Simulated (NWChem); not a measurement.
Program: NWChem. System: HB, charge 0, spin multiplicity 1, at a geometry optimised with PBE/def2-SVP. The structure started from a generated list of species. Level: RHF/def2-QZVP.

Job file:

```
start mol
memory heap 200 mb stack 900 mb global 1100 mb
geometry units angstroms nocenter noautoz
  B      0.000000     0.000000     0.211104
  H      0.000000     0.000000    -1.055520
  symmetry group C2v
end
basis spherical
  * library def2-qzvp
end
scf
  rhf
  nopen 0
  maxiter 100
  thresh 1e-7
  semidirect memsize 60000000 filesize 0
end
task scf energy
```

Output (cleaned and shortened):

```
             Northwest Computational Chemistry Package (NWChem) 7.3.0
             --------------------------------------------------------

                                NWChem Input Module
                                -------------------

 Scaling coordinates for geometry "geometry" by  1.889725989
 (inverse scale =  0.529177249)

 Turning off AUTOSYM since
 SYMMETRY directive was detected!

                             Geometry "geometry" -> ""
                             -------------------------

 Output coordinates in angstroms (scale by  1.889725989 to convert to a.u.)

  No.       Tag          Charge          X              Y              Z
 ---- ---------------- ---------- -------------- -------------- --------------
    1 B                    5.0000     0.00000000     0.00000000     0.21110400
    2 H                    1.0000     0.00000000     0.00000000    -1.05552000

 Effective nuclear repulsion energy (a.u.)       2.0889279257

            Nuclear Dipole moment (a.u.)
            ----------------------------
        X                 Y               Z
 ---------------- ---------------- ----------------
     0.0000000000     0.0000000000     0.0000000000

      Symmetry information
      --------------------

 Group name             C2v
 Group number             16
 Group order               4
 No. of unique centers     2

      Symmetry unique atoms

     1    2


 Summary of "ao basis" -> "" (spherical)
 ------------------------------------------------------------------------------
       Tag                 Description            Shells   Functions and Types
 ---------------- ------------------------------  ------  ---------------------
 *                         def2-qzvp                  on all atoms

 Summary of "ao basis" -> "ao basis" (spherical)
 ------------------------------------------------------------------------------
       Tag                 Description            Shells   Functions and Types
 ---------------- ------------------------------  ------  ---------------------
 B                         def2-qzvp                17       57   7s4p3d2f1g
 H                         def2-qzvp                10       30   4s3p2d1f

                                 NWChem SCF Module
                                 -----------------

  ao basis        = "ao basis"
  functions       =    87
  atoms           =     2
  closed shells   =     3
  open shells     =     0
  charge          =   0.00
  wavefunction    = RHF
  use symmetry    = T
  symmetry adapt  = T

 Summary of "ao basis" -> "ao basis" (spherical)
 ------------------------------------------------------------------------------
       Tag                 Description            Shells   Functions and Types
 ---------------- ------------------------------  ------  ---------------------
 B                         def2-qzvp                17       57   7s4p3d2f1g
 H                         def2-qzvp                10       30   4s3p2d1f

      Symmetry analysis of basis
      --------------------------

        a1         37
        a2         10
        b1         20
        b2         20

 Forming initial guess at       0.1s

      Superposition of Atomic Density Guess
      -------------------------------------

 Sum of atomic energies:         -25.03537149

      Non-variational initial energy
      ------------------------------

 Total energy =     -24.949880
 1-e energy   =     -36.914283
 2-e energy   =       9.875475
 HOMO         =      -0.192244
 LUMO         =      -0.014656

      Symmetry analysis of molecular orbitals - initial
      -------------------------------------------------

 !! scf_movecs_sym_adapt:   60 vectors were symmetry contaminated

  Symmetry fudging

 !! scf_movecs_sym_adapt:   58 vectors were symmetry contaminated

  Numbering of irreducible representations:

     1 a1          2 a2          3 b1          4 b2

  Orbital symmetries:

     1 a1          2 a1          3 a1          4 b1          5 b2
     6 a1          7 a1          8 b1          9 b2         10 a1
    11 b1         12 b2         13 a1

 Starting SCF solution at       0.9s

 ----------------------------------------------
         Quadratically convergent ROHF

 Convergence threshold     :          1.000E-07
 Maximum no. of iterations :          100
 Final Fock-matrix accuracy:          1.000E-09
 ----------------------------------------------

              iter       energy          gnorm     gmax       time
             ----- ------------------- --------- --------- --------
                 1      -25.1158924650  3.06D-01  1.73D-01      0.9
                 2      -25.1295153134  7.87D-02  3.01D-02      1.0
                 3      -25.1307269184  2.33D-03  1.22D-03      1.0
                 4      -25.1307280712  1.59D-06  6.77D-07      1.1
                 5      -25.1307280712  9.79D-09  4.63D-09      1.2

       Final RHF  results
       ------------------

         Total SCF energy =    -25.130728071165
      One-electron energy =    -37.080779283730
      Two-electron energy =      9.861123286836
 Nuclear repulsion energy =      2.088927925729

        Time for solution =      0.3s

       Symmetry analysis of molecular orbitals - final
       -----------------------------------------------

  Numbering of irreducible representations:

     1 a1          2 a2          3 b1          4 b2

  Orbital symmetries:

     1 a1          2 a1          3 a1          4 b1          5 b2
     6 a1          7 a1          8 b2          9 b1         10 a1
    11 b1         12 b2         13 a2

             Final eigenvalues
             -----------------

              1
    1   -7.6899
    2   -0.6404
    3   -0.3490
    4    0.0374
    5    0.0374
    6    0.1357
    7    0.1654
    8    0.1871
    9    0.1871
   10    0.2366
   11    0.3967
   12    0.3967
   13    0.4070

                       ROHF Final Molecular Orbital Analysis
                       -------------------------------------

 Vector    2  Occ=2.000000D+00  E=-6.403893D-01  Symmetry=a1
              MO Center=  6.9D-19, -1.0D-16, -5.2D-01, r^2= 9.7D-01
   Bfn.  Coefficient  Atom+Function         Bfn.  Coefficient  Atom+Function
  ----- ------------  ---------------      ----- ------------  ---------------
     6      0.375627  1 B  s                  5      0.216249  1 B  s
    60      0.207945  2 H  s                 59      0.166531  2 H  s

 Vector    3  Occ=2.000000D+00  E=-3.489630D-01  Symmetry=a1
              MO Center= -3.2D-17, -2.9D-18,  4.8D-01, r^2= 1.6D+00
   Bfn.  Coefficient  Atom+Function         Bfn.  Coefficient  Atom+Function
  ----- ------------  ---------------      ----- ------------  ---------------
     6      0.379942  1 B  s                  7      0.328654  1 B  s
    13      0.223883  1 B  pz                10      0.206899  1 B  pz
    16      0.198083  1 B  pz                60     -0.181510  2 H  s
     5      0.176366  1 B  s

 Vector    4  Occ=0.000000D+00  E= 3.742201D-02  Symmetry=b1
              MO Center=  6.4D-18, -3.3D-33,  1.4D-01, r^2= 4.7D+00
   Bfn.  Coefficient  Atom+Function         Bfn.  Coefficient  Atom+Function
  ----- ------------  ---------------      ----- ------------  ---------------
    17      0.734090  1 B  px                11      0.250326  1 B  px
     8      0.157647  1 B  px

 Vector    5  Occ=0.000000D+00  E= 3.742201D-02  Symmetry=b2
              MO Center=  1.1D-32,  7.4D-17,  1.4D-01, r^2= 4.7D+00
   Bfn.  Coefficient  Atom+Function         Bfn.  Coefficient  Atom+Function
  ----- ------------  ---------------      ----- ------------  ---------------
    18      0.734090  1 B  py                12      0.250326  1 B  py
     9      0.157647  1 B  py

 Vector    6  Occ=0.000000D+00  E= 1.356623D-01  Symmetry=a1
              MO Center= -2.5D-18,  5.8D-18,  5.3D-01, r^2= 1.0D+01
   Bfn.  Coefficient  Atom+Function         Bfn.  Coefficient  Atom+Function
  ----- ------------  ---------------      ----- ------------  ---------------
    19      1.938481  1 B  pz                 7     -1.285228  1 B  s
    61      1.086841  2 H  s                 16     -0.979546  1 B  pz
     6      0.971192  1 B  s                 60     -0.573398  2 H  s
     5     -0.226840  1 B  s                 70     -0.221091  2 H  pz

 center of mass
 --------------
 x =   0.00000000 y =   0.00000000 z =   0.19819019

 moments of inertia (a.u.)
 ------------------
           5.289777256733           0.000000000000           0.000000000000
           0.000000000000           5.289777256733           0.000000000000
           0.000000000000           0.000000000000           0.000000000000

  Mulliken analysis of the total density
  --------------------------------------

    Atom       Charge   Shell Charges
 -----------   ------   -------------------------------------------------------
    1 B    5     4.97   1.02  0.00  0.70  0.23  0.43  0.99  0.44  0.28  0.44  0.33  0.06  0.00  0.02  0.02  0.00  0.00  0.00
    2 H    1     1.03   0.12  0.34  0.47  0.08  0.00  0.01  0.01  0.00  0.00 -0.00

       Multipole analysis of the density wrt the origin
       ------------------------------------------------

     L   x y z        total         open         nuclear
     -   - - -        -----         ----         -------
     0   0 0 0     -0.000000      0.000000      6.000000

     1   1 0 0      0.000000      0.000000      0.000000
     1   0 1 0      0.000000      0.000000      0.000000
     1   0 0 1     -0.640731      0.000000      0.000000

     2   2 0 0     -5.012688      0.000000      0.000000
     2   1 1 0     -0.000000      0.000000      0.000000
     2   1 0 1      0.000000      0.000000      0.000000
     2   0 2 0     -5.012688      0.000000      0.000000
     2   0 1 1      0.000000      0.000000      0.000000
     2   0 0 2     -8.010153      0.000000      4.774324

 Task  times  cpu:        1.2s     wall:        1.2s

 Total times  cpu:        1.3s     wall:        1.3s
```
